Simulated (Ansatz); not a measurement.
Species: MgF (charge +1, singlet). 
Geometry from a B3LYP-D3(BJ)/def2-TZVP (Ansatz, an electronic-structure program) optimisation:
SMILES: [Mg+][F]
```xyz
2

Mg     0.0000     0.0000    -0.7312
F      0.0000     0.0000     0.9749
```
Charge +1, spin multiplicity 1.

Total electronic energies in hartree. Cores are frozen in the correlated levels unless marked. Spin-orbit coupling is left out. No relativistic terms. Basis-set limits of correlation are two-point, X^-3; Hartree-Fock from the larger set. The bracket is a focal-point correction in the basis named.

```tsv
level	program	energy (Eh)
SVWN5/def2-TZVPD	Ansatz	-298.13322
BLYP-D4/def2-TZVPD	Ansatz + dftd4	-299.71725
revPBE/def2-TZVPD	Ansatz	-299.63520
B2PLYP/def2-TZVPD	Ansatz	-299.55214
CCSD(T)/def2-SVP	Ansatz	-298.87162
CCSDT(Q)/def2-SVP	Ansatz	-298.87239
RI-MP2/CBS(def2-TZVPP,def2-QZVPP)+[CCSD(T)-MP2]/def2-SVP	Ansatz	-299.2037
RI-MP2/CBS(def2-TZVPPD,def2-QZVPPD)+[CCSD(T)-MP2]/def2-TZVPPD	Ansatz	-299.2051
CCSD(T)/CBS(def2-TZVPPD,def2-QZVPPD)	Ansatz	-299.2043
```

Totals of different functionals don't rank their quality; only differences between species are comparable.
